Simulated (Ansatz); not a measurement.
AlClFH2N, SMILES `[NH2][Al]([F])[Cl]`, relaxed with RKS PBE-D4/def2-SVP in the Gaussian-basis code of Ansatz from a rough embedded geometry. The force threshold is 0.03 eV/Å; the program also tests the step.

Total charge 0; spin multiplicity 1.

Start:

```xyz
6

N     0.318    0.434   -1.042
Al   -0.193   -0.565    0.449
F     0.636   -2.096    0.786
Cl   -1.818    0.066    1.730
H     1.301    0.782   -0.893
H    -0.243    1.379   -1.030
```

**Question.** By how much does the energy fall, and how many steps does the optimiser take? (Best estimate.)

**Answer.** Ansatz gave: 0.53 eV, in 7 steps.

**Question.** Which bonds change most? (An estimate is asked.)

**Answer.** Computed: N1–Al2 from 1.866 to 1.763 Å; Al2–F3 from 1.773 to 1.672 Å; N1–H6 from 1.099 to 1.022 Å; Al2–Cl4 from 2.163 to 2.100 Å.

**Question.** Give the relaxed structure. (Best estimate.)

**Answer.** Computed: 
```xyz
6

N     0.364    0.607   -0.720
Al   -0.194   -0.517    0.518
F     0.664   -1.919    0.823
Cl   -1.936   -0.132    1.625
H     1.204    0.478   -1.287
H    -0.102    1.484   -0.960
```
